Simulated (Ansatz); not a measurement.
The cluster Al₅H⁻. Total charge -1; doublet. Geometry PBE0-D4/def2-SVP, that of the neutral singlet; atoms count from 1.

```xyz
6

Al   -0.6215    0.1432   -1.9049
Al    1.9293   -0.0763   -1.6846
Al    0.5581   -1.1817    0.1184
Al    0.4405    0.5531    1.9833
Al   -1.4300    1.1369    0.3516
H    -0.8764   -0.5752    1.1362
```

The structure comes from a short search, and lower isomers may exist.

Q: Estimate the Mulliken populations from the PBE0/def2-TZVPD orbitals of Ansatz.

A: 
| atom | charge (e) | spin (α − β) |
| --- | --- | --- |
| Al1 | -0.26 | 0.41 |
| Al2 | -0.11 | 0.17 |
| Al3 | -0.28 | 0.18 |
| Al4 | -0.24 | 0.07 |
| Al5 | -0.14 | 0.16 |
| H6 | 0.03 | 0.00 |
Mulliken values and Mayer orders depend strongly on the basis. With diffuse functions, as here, like atoms can get unlike values, and bond orders can come out too low or too high.

Q: Where does the spin sit?

A: Summed by element: Al 1.00, H 0.00, of 1 unpaired in all. Largest on single atoms: Al1 0.41, Al3 0.18, Al2 0.17.

Q: And the Mayer bond orders between bonded heavy atoms (over 0.3)?

A: Al1–Al2 0.73 (2.57 Å); Al1–Al3 0.64 (2.69 Å); Al1–Al5 0.72 (2.59 Å); Al2–Al3 0.72 (2.52 Å); Al3–Al4 0.68 (2.55 Å); Al4–Al5 0.56 (2.55 Å). Values over 0.3 also appear between atoms too far apart for a bond (Al1–Al4 0.39 at 4.05 Å; Al3–Al5 0.51 at 3.06 Å); they arise where an orbital or an unpaired electron spreads over both atoms.
